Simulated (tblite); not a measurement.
Input of a run (GFN2-xTB geometry optimisation, gas phase (tblite 0.8.0)), started from a force field or distance geometry:
```
{"job": {"kind": "relax", "xc": "GFN2-xTB", "basis": "xTB"}, "charge": 0, "multiplicity": 1}
C     -1.803400     1.172500    -0.675200
C     -0.941200     0.269800    -0.223000
C     -1.373000    -1.154800    -0.181500
O     -0.671300    -2.068700     0.176800
Si     0.758900     0.661500     0.397100
C      1.959000    -0.733500     0.347800
F      3.218200    -0.249700     0.598400
H     -2.801200     0.912900    -1.015400
H     -1.558400     2.230600    -0.723200
H     -2.419400    -1.336500    -0.523700
H      0.633400     1.221600     1.762000
H      1.252000     1.784400    -0.451600
H      1.745300    -1.488700     1.119500
H      2.000400    -1.221700    -0.630200
```

Output (eV, eV/Å):
```
step      E/eV     max force
  0    -614.59125    2.200
  1    -614.67767    0.749
  2    -614.69193    0.335
  3    -614.69875    0.277
  4    -614.70472    0.201
  5    -614.70886    0.184
  6    -614.70991    0.173
  7    -614.71051    0.049
  8    -614.71080    0.054
  9    -614.71114    0.057
 10    -614.71152    0.072
 11    -614.71184    0.062
 12    -614.71207    0.040
 13    -614.71223    0.039
 14    -614.71236    0.035
 15    -614.71248    0.038
 16    -614.71261    0.034
 17    -614.71275    0.039
 18    -614.71290    0.033
 19    -614.71304    0.027
 20    -614.71315    0.025
 21    -614.71324    0.030
 22    -614.71332    0.033
 23    -614.71341    0.025
 24    -614.71349    0.022
 25    -614.71355    0.021
 26    -614.71361    0.025
 27    -614.71367    0.026
 28    -614.71374    0.023
 29    -614.71383    0.024
 30    -614.71394    0.025
 31    -614.71407    0.037
 32    -614.71423    0.039
 33    -614.71437    0.034
 34    -614.71449    0.032
 35    -614.71459    0.028
 36    -614.71472    0.036
 37    -614.71488    0.037
 38    -614.71508    0.041
 39    -614.71531    0.041
 40    -614.71561    0.053
 41    -614.71600    0.067
 42    -614.71643    0.053
 43    -614.71673    0.064
 44    -614.71650    0.222
 45    -614.71700    0.037
 46    -614.71710    0.027
 47    -614.71738    0.031
 48    -614.71751    0.027
 49    -614.71763    0.027
 50    -614.71773    0.026
 51    -614.71788    0.027
 52    -614.71809    0.051
 53    -614.71833    0.051
 54    -614.71864    0.084
 55    -614.71895    0.048
 56    -614.71933    0.038
 57    -614.71947    0.041
 58    -614.71970    0.044
 59    -614.71985    0.034
 60    -614.72001    0.045
 61    -614.72018    0.053
 62    -614.72041    0.048
 63    -614.72069    0.055
 64    -614.72107    0.064
 65    -614.72159    0.070
 66    -614.72232    0.133
 67    -614.72320    0.101
 68    -614.72430    0.125
 69    -614.72570    0.140
 70    -614.72697    0.095
 71    -614.72817    0.110
 72    -614.72902    0.092
 73    -614.73008    0.131
 74    -614.73202    0.180
 75    -614.73392    0.208
 76    -614.73557    0.069
 77    -614.73614    0.074
 78    -614.73682    0.083
 79    -614.73715    0.078
 80    -614.73745    0.032
 81    -614.73757    0.033
 82    -614.73773    0.030
 83    -614.73781    0.025
 84    -614.73792    0.022
 85    -614.73803    0.029
 86    -614.73817    0.033
 87    -614.73829    0.027
 88    -614.73837    0.029
 89    -614.73845    0.027
 90    -614.73856    0.031
 91    -614.73872    0.038
 92    -614.73889    0.031
 93    -614.73899    0.021
 94    -614.73905    0.022
 95    -614.73911    0.026
 96    -614.73920    0.029
 97    -614.73931    0.024
 98    -614.73943    0.020
 99    -614.73951    0.029
100    -614.73958    0.030
101    -614.73965    0.030
102    -614.73972    0.023
103    -614.73978    0.023
104    -614.73983    0.026
105    -614.73992    0.027
106    -614.74004    0.036
107    -614.74016    0.024
108    -614.74022    0.012
109    -614.74023    0.012
110    -614.74025    0.012
111    -614.74028    0.012
112    -614.74035    0.023
113    -614.74045    0.030
114    -614.74053    0.026
115    -614.74058    0.026
116    -614.74061    0.025
117    -614.74064    0.024
118    -614.74070    0.027
119    -614.74082    0.039
120    -614.74099    0.044
121    -614.74119    0.038
122    -614.74138    0.027
123    -614.74149    0.023
124    -614.74151    0.034
125    -614.74157    0.014
126    -614.74159    0.013
127    -614.74164    0.012
128    -614.74167    0.015
129    -614.74172    0.016
130    -614.74177    0.015
131    -614.74181    0.012
132    -614.74183    0.012
133    -614.74186    0.014
134    -614.74187    0.013
135    -614.74188    0.008
```

Question: Summarise the run.

Answer: The energy falls by 3.5 kcal/mol over 135 L-BFGS steps, the largest force on an atom goes from 2.20 to 0.008 eV/Å, and the atoms move by 0.494 Å rms after alignment. The bond that changes most is Si5–C6 (SiH2 silicon to sp3 C–F carbon), which lengthens by 0.078 Å. Bonds longer at the end by more than 0.005 Å: 3 of 13; shorter: 6. Among the angles that change most is C2–Si5–C6, from 115.4° to 107.5°. Among the dihedrals that turn most is C1–C2–Si5–H11, from 77° to 119°. The energy rose by more than 1e-5 eV at step 44. The first step brought 57 % of the lowering.

Question: What are the final bond lengths?

Answer: C1=C2 1.332 Å, C2–C3 1.461 Å, C3=O4 1.207 Å, C2–Si5 1.900 Å, Si5–C6 1.919 Å, C6–F7 1.382 Å, C1–H8 1.081 Å, C1–H9 1.077 Å, C3–H10 1.107 Å, Si5–H11 1.461 Å, Si5–H12 1.466 Å, C6–H13 1.092 Å, C6–H14 1.094 Å. Numbering counts from 1 in the input's order; the species is `[SiH2](C(C=O)=C)CF`.

Hardware: Arm Neoverse N1, one thread, no GPU, shared host with 64 logical CPUs at a one-minute load of 59. Cost: 1.3 s of wall time.

Its GFN2-xTB frequencies are all real (lowest 49 cm⁻¹). The numbers are those of one conformer.

These are computed values.
